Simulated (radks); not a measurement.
Values are calculated unless marked as measured or tabulated.
Species: the phosphorus ion P3+. Configuration: [Ne] 3s2. Level of theory: non-relativistic Kohn-Sham, PBE, spin-polarised, spherical densities, point nucleus (a radial shooting solver on a logarithmic mesh with Libxc functionals). Some entries of the table are withheld. Estimate them.

orbital,occ.,eigenvalue (Ry),<1/r> (bohr^-1)
1s,2,-155.6422,14.56
2s,2,-15.54115,2.813
2p,6,-11.98213,(1)
3s,2,(2),0.8211

Answer. 
(1) 2p <1/r> (bohr^-1): 2.714
(2) 3s eigenvalue (Ry): -3.34448
